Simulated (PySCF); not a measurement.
**Ionisation energy of Hg⁵⁰⁺ by level of theory**

Hg⁵⁰⁺ [Ar] 3d10 4s2 → Hg⁵¹⁺ [Ar] 3d10 4s1 [4s1/2^1, M_J = 1/2], as a difference of total energies. Computed with PySCF 2.14 in an even-tempered Gaussian basis (16 s from 7.4 bohr⁻², ratio 2.8; 13 p from 9.6 bohr⁻², ratio 2.8; 8 d from 17 bohr⁻², ratio 2.8; 4 f from 39 bohr⁻², ratio 3), with the two-component X2C-1e Hamiltonian. Correlated levels: [Ne] frozen; the 72 highest virtual spinors dropped. "Screened" scales the spin-orbit matrix elements by Boettger's factors to mimic the two-electron term; Breit and QED terms are absent.

```
                    method  ionisation energy (eV)
           GHF (spin-free)                  2963.3
          GMP2 (spin-free)                  2966.0
 GHF (screened spin-orbit)                  2962.8
GMP2 (screened spin-orbit)                  2965.7
```

**Question.** How much does correlation contribute at GMP2 (screened spin-orbit)?

**Answer.** 2965.7 − (2962.8) = 2.9 eV, measured against GHF (screened spin-orbit).

Breit and QED terms and the two-electron picture change are absent.

For comparison: 2981 ± 4 eV (theoretical estimate listed by NIST; NIST Atomic Spectra Database, ionization energies).
